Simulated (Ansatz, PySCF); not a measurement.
Complex: C2H4 (SMILES C=C) (first 6 atoms) with N2 (SMILES N#N); geometry from B3LYP-D3(BJ)/def2-TZVP.
(charge 0, multiplicity 1):
```csv
atom,x (Å),y (Å),z (Å)
C,-0.2509,0.3526,-0.2472
C,0.4517,-0.7277,0.0581
H,-0.4537,0.6277,-1.2752
H,-0.6528,1.0082,0.5159
H,0.6567,-1.0055,1.0849
H,0.8525,-1.3809,-0.7077
N,-0.5876,1.0098,3.3599
N,-0.0141,0.1167,3.6114
```

Basis-set superposition error: the interaction energy with monomers in their own basis, and in the dimer's basis (counterpoise).

Programs: Ansatz (an electronic-structure program); PySCF for 6-31G* rows. 

```
level                  uncorrected (meV)  counterpoise (meV)  difference
---------------------  -----------------  ------------------  ----------
HF/6-31G*                           10.3                25.8        15.5
BLYP/def2-TZVPPD                    27.7                29.9         2.2
revPBE/def2-TZVPPD                  25.7                27.8         2.1
B3LYP/6-31G*                       -10.1                14.4        24.5
B3LYP/def2-TZVPPD                   15.1                16.9         1.7
PBE0/def2-TZVPPD                    -4.3                -3.0         1.4
CAM-B3LYP/def2-TZVPPD               -2.3                -0.5         1.8
MP2/6-31G*                         -38.9                -7.7        31.2
SCS-MP2/aug-cc-pVDZ                -44.7               -13.0        31.8
CCSD/aug-cc-pVDZ                   -41.9               -12.9        29.0
```

The error is largest for SCS-MP2/aug-cc-pVDZ (31.8 meV) and smallest for PBE0/def2-TZVPPD (1.4 meV).
